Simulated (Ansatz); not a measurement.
This geometry of CH₈FNSi₂ (13 atoms, charge 0, multiplicity 1) is a first-order saddle point.

The calculation used RKS PBE0-D4/def2-SVP in Ansatz.

```xyz
13
Properties=species:S:1:pos:R:3
N -0.251 1.285 -0.943
C -0.418 0.189 -0.078
F -1.779 0.013 0.342
Si 0.540 0.497 1.546
Si 0.098 -1.463 -0.927
H -0.527 2.174 -0.532
H -0.692 1.182 -1.854
H 0.210 -0.562 2.542
H 0.120 1.834 2.070
H 2.011 0.499 1.288
H 0.715 -1.177 -2.258
H -1.103 -2.328 -1.106
H 1.095 -2.179 -0.075
```

Task: Which two structures does it join? (They come from a converged band through this point; their orientation in space is the band's.)

Result: No bond is made or broken. The dihedral Si4–C2–Si5–H13 goes from -57 to 64°. The two ends are copies of one structure, up to a mirror image or an exchange of like atoms.

Initial state:

```xyz
13
Properties=species:S:1:pos:R:3
N 0.288 1.319 -0.849
C -0.321 0.254 -0.164
F -1.756 0.315 -0.202
Si 0.122 0.326 1.694
Si 0.121 -1.408 -0.999
H 0.094 2.235 -0.452
H 0.094 1.337 -1.848
H -0.683 -0.678 2.447
H -0.201 1.703 2.179
H 1.576 0.053 1.894
H -0.205 -1.278 -2.454
H -0.684 -2.508 -0.397
H 1.575 -1.704 -0.835
```

Final state:

```xyz
13
Properties=species:S:1:pos:R:3
N -0.390 1.215 -0.956
C -0.410 0.158 -0.031
F -1.718 -0.078 0.515
Si 0.680 0.579 1.482
Si 0.064 -1.482 -0.893
H -0.632 2.121 -0.559
H -0.952 1.051 -1.788
H 0.500 -0.455 2.540
H 0.238 1.913 1.994
H 2.118 0.646 1.087
H 1.494 -1.452 -1.320
H -0.816 -1.627 -2.093
H -0.156 -2.626 0.037
```

Task: How far does it lie above each of them?

Result: 0.110 eV above the first and 0.110 eV above the second. This is the barrier of this one path; another mechanism may lie lower.

Run time: 3.3 min on 2 threads of Arm Neoverse V1, on a shared host, peak memory 0.29 GiB.
